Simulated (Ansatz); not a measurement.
Frontier orbitals of CH3GaOS (`O=[C](S)[GaH2]`).

Cartesian coordinates in Å:
```
O 1.4287 -1.2637 0.9087
C 0.8009 -0.5806 0.1499
S 1.3845 -0.3625 -1.5443
Ga -0.9218 0.3644 0.6827
H 0.3755 0.4367 -1.9255
H -1.4295 0.1811 2.1475
H -1.6384 1.2246 -0.4189
```

The species carries charge 0 and has multiplicity 1. Correlated methods include outer-core shells of Ga, which these sets cover unevenly. Scalar relativity is left out up to krypton. The geometry is a stationary point of PBE0-D4/def2-TZVP. It is one conformer, not always the lowest. Basis def2-TZVPP, the Gaussian-basis code of Ansatz.

| functional | HOMO (eV) | LUMO (eV) | gap (eV) |
| --- | --- | --- | --- |
| LDA (SPW92) | -5.78 | -3.73 | 2.05 |
| PBE | -5.60 | -3.46 | 2.14 |
| BLYP | -5.49 | -3.39 | 2.10 |
| PBE0 | -6.86 | -2.65 | 4.21 |
| CAM-B3LYP | -8.17 | -1.72 | 6.45 |
| ωB97M-V | -8.99 | -0.84 | 8.15 |

A quarter of exact exchange (PBE0) shifts PBE's HOMO by −1.26 eV and its LUMO by +0.81 eV; full exchange at long range (ωB97M-V) shifts them by −3.38 and +2.63 eV. The gap opens from 2.14 to 8.15 eV, since occupied levels lose self-interaction and empty ones feel all the electrons.
